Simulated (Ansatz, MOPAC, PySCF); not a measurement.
Isomers of CH4S2. All species are isolated molecules in the gas phase. One relaxed conformer stands for each flexible species; it need not be the lowest. Strings in code marks are SMILES.

Quantity: electronic energy of isomers of CH4S2 relative to `CSS` (C–S–S–H torsion 88°), in kJ/mol. Semi-empirical values (MOPAC) are differences of heats of formation.

Level 1: frozen-core CCSD(T)/cc-pVTZ // PBE0-D3(BJ)/def2-TZVP (Ansatz, a first-principles code)
Level 2: PBE-D3(BJ)/def2-TZVP // PBE0-D3(BJ)/def2-TZVP (PySCF)
Level 3: PBE/6-31G* // PBE0-D3(BJ)/def2-TZVP (PySCF)
Level 4: AM1 // PBE0-D3(BJ)/def2-TZVP (MOPAC)

```tsv
species	level 1	level 2	level 3	level 4
`SCS` (H–S–C–S torsion -70°, S–C–S–H torsion 70°)	23.92	35.51	28.21	6.78
```
